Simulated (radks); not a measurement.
The numbers below are computed, except where a source is named.
Question: Ionisation of N, [He] 2s2 2p3, to N+, [He] 2s2 2p2, under several functionals. Dirac Kohn-Sham, spin-unpolarised, spherical densities, point nucleus; open shells are shared between the two j in proportion to 2j + 1; a radial shooting solver on a logarithmic mesh with Libxc functionals. The NIST Atomic Spectra Database gives 14.534 eV (measured). Rank these functionals by the error of their Delta-SCF ionisation energy: HCTH/407; SOGGA; AM05; Wu-Cohen GGA; LDA (Slater exchange, Perdew-Zunger correlation); exchange-only LDA; LDA (Slater exchange, VWN5 correlation).

Answer: From best to worst: HCTH/407 13.806 eV (-0.728); LDA (Slater exchange, VWN5 correlation) 13.734 eV (-0.800); LDA (Slater exchange, Perdew-Zunger correlation) 13.732 eV (-0.802); Wu-Cohen GGA 13.561 eV (-0.973); AM05 13.502 eV (-1.033); SOGGA 13.410 eV (-1.124); exchange-only LDA 12.383 eV (-2.151). Spin polarisation and multiplet splitting are left out, so open shells lie too high by an amount that depends on their filling.

Beside tabulated values, note that spin-unpolarised runs miss the spin-polarisation part of the exchange energy of open shells.
